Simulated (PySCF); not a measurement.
Species: 4-fluoroanisole, C7H7FO.
Numbering: `[CH3:1][O:2][c:3]1[cH:4][cH:5][c:6]([F:7])[cH:8][cH:9]1` (hydrogens: H10, H11, H12 on C1; H13 on C4; H14 on C5; H15 on C8; H16 on C9)

Method used: PySCF 2.14.0, PBE0-D3(BJ)/def2-SVP geometry optimisation, gas phase.

Question: List the bond lengths, angles and torsions at this level.

Answer: 
| bond | length (Å) | order |
| --- | --- | --- |
| C1–O2 | 1.398 | single |
| O2–C3 | 1.350 | single |
| C3–C4, C3–C9 | 1.401 | aromatic |
| C4–C5 | 1.388 | aromatic |
| C5–C6, C6–C8 | 1.389 | aromatic |
| C6–F7 | 1.335 | single |
| C8–C9 | 1.397 | aromatic |
| C1–H10, C1–H11, C1–H12 | 1.102 | single |
| C4–H13, C9–H16 | 1.091 | single |
| C5–H14, C8–H15 | 1.091 | single |

Bonds in one row agree within 0.01 Å and their mean is given. Orders are formal, as drawn. A selection of angles:
| angle | degrees |
| --- | --- |
| C1–O2–C3 | 118.7 |
| O2–C3–C4 | 116.2 |
| O2–C3–C9 | 124.4 |
| C4–C3–C9 | 119.4 |
| C3–C4–C5 | 120.6 |
| C4–C5–C6 | 119.3 |
| C5–C6–F7 | 119.4 |
| C5–C6–C8 | 121.0 |
| C3–C9–C8 | 120.0 |

Dihedral angles: C1–O2–C3–C4 180° (antiperiplanar).

The 9 heavy atoms lie in one plane (0.001 Å rms). The 6-membered ring C3–C4–C5–C6–C8–C9 has internal angles of 119.3° to 121.0° (sum 720°, against 720° for a flat polygon); it is planar, 0.00 Å rms from its mean plane, widest ring torsion 0°. The 2 C–O bonds span 1.350 Å (O2–C3, drawn single) to 1.398 Å (C1–O2, drawn single), a spread of 0.048 Å. Of the pairs four or more bonds apart, C1···H16 is among the closest relative to their van der Waals radii: 2.53 Å, 87 % of the sum of Bondi's values.

Point group: Cs (tolerance 0.08 Å). Not checked by PBE0-D3(BJ)/def2-SVP frequencies. The numbers are those of one conformer.
